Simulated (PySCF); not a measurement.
## Ionisation energy of Ce⁴⁹⁺ by level of theory

Ce⁴⁹⁺ [He] 2s2 2p5 [2p1/2^2 2p3/2^3, M_J = 3/2] → Ce⁵⁰⁺ [He] 2s2 2p4 [2p1/2^2 2p3/2^2, M_J = 2], as a difference of total energies. Calculation: PySCF 2.14, in an uncontracted even-tempered set (17 s from 28 bohr⁻², ratio 2.4; 13 p from 37 bohr⁻², ratio 2.4; 5 d from 130 bohr⁻², ratio 2.6; 4 f from 200 bohr⁻², ratio 2.6); the two-component X2C-1e Hamiltonian. Correlated levels: nothing frozen; the 32 highest virtual spinors dropped. "Screened" scales the spin-orbit matrix elements by Boettger's factors to mimic the two-electron term; Breit and QED terms are absent.

```tsv
method	ionisation energy (eV)
GHF (spin-free)	9414.3
GMP2 (spin-free)	9416.0
GHF (screened spin-orbit)	9277.6
GMP2 (screened spin-orbit)	9279.2
```

For this ion Breit and QED terms and the two-electron picture change, all absent here, outweigh the correlation shift from GHF to GMP2.

The spin-free rows relax to the high-spin LS determinant and lack the spin-orbit shift.

The labels give the starting determinants; with spin-orbit coupling the two ends relaxed to ⟨J²⟩ = 3.75, ⟨L²⟩ = 2.01, ⟨S²⟩ = 0.76 and ⟨J²⟩ = 6.00, ⟨L²⟩ = 3.22, ⟨S²⟩ = 1.40.

For comparison: 9269 ± 4 eV (theoretical estimate listed by NIST; NIST Atomic Spectra Database, ionization energies).
